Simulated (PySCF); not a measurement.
# [Cs2Cl]+: fields on a plane

Computed with PBE0 in PySCF with Cl def2-TZVP, Cs def2-TZVP with ECP46; scalar-relativistic core potentials, no spin–orbit coupling; density-fitted integrals.

The singlet minimum has Cl–Cs 3.096 Å (×2); Cs–Cl–Cs 180.0°.

The plane holds Cl1 at (0.00, 0.00), Cs2 at (3.10, 0.00), Cs3 at (-3.10, 0.00) Å. Columns run from x = -4.95 to 5.25 Å, rows from y = 2.25 (top) to -1.95 Å, in steps of 0.3 Å. Other isomers or separated fragments may lie lower. Core electrons replaced by a potential are absent, the electrostatic potential uses the reduced nuclear charge, and values within about 0.7 Å of such atoms have no physical meaning.

Task: Give the electron density (e/Å³) (cut at 5 e/Å³). Lower edges of the bins (e/Å³): '_' 0.000, '.' 0.030, ':' 0.077, '-' 0.151, '=' 0.268, '+' 0.455, '*' 0.750, '#' 1.218, '%' 1.960, '@' 3.136; top 5.00, each point printed twice.

Result: 
```
______________________________________________________________________
______________________________________________________________________
________..........____________........____________..........__________
______..::------::....____....::::::::....____....::------::..________
____..--==++++++==--::....::--========--::....::--==++++++==--..______
__..::==****##****++--::::--==********==--::::--++****##****==::..____
__::--++****==++##**==::::==**##%%%%##**==::::==**##++==****++--::____
__::==****--____****==----++##%%@@@@%%##++----==****____--****==::____
__::==****--____****==----++##%%@@@@%%##++----==****____--****==::____
__::--++****==++##**==::::==**##%%%%##**==::::==**##++==****++--::____
__..::==****##****++--::::--==********==--::::--++****##****==::..____
____..--==++++++==--::....::--========--::....::--==++++++==--..______
______..::------::....____....::::::::....____....::------::..________
________..........____________........____________..........__________
______________________________________________________________________
```

Task: Give the electrostatic potential (V) (cut at 20 V). Every second row and column.

Result: 
```
 3.8  4.3  4.8  4.9  4.5  3.8  2.9  2.1  1.7  1.9  2.4  3.3  4.2  4.8  4.9  4.6  4.1  3.6
 4.5  5.5  6.8  7.5  6.7  4.8  3.0  1.7  1.2  1.4  2.3  3.9  5.8  7.3  7.3  6.1  5.0  4.1
 5.3  7.6 14.0 20.0 15.6  7.5  3.5  2.8  5.7  4.1  2.6  5.1 10.9 20.0 19.0 10.1  6.2  4.6
 6.0 11.4 20.0 20.0 20.0 13.4  4.7 14.0 20.0 20.0  5.5  7.2 20.0 20.0 20.0 20.0  7.6  5.0
 6.1 13.0 20.0 20.0 20.0 16.0  5.2 20.0 20.0 20.0  7.3  8.0 20.0 20.0 20.0 20.0  8.1  5.1
 5.6  9.3 20.0 20.0 20.0 10.0  4.0  6.3 20.0 13.6  3.6  6.1 17.5 20.0 20.0 14.6  6.9  4.9
 4.9  6.4  9.0 11.3  9.3  5.8  3.2  1.8  1.8  1.7  2.3  4.4  7.5 10.8 10.5  7.5  5.5  4.4
 4.2  4.8  5.5  5.8  5.3  4.2  2.9  1.9  1.4  1.6  2.4  3.5  4.8  5.7  5.8  5.2  4.5  3.8
```
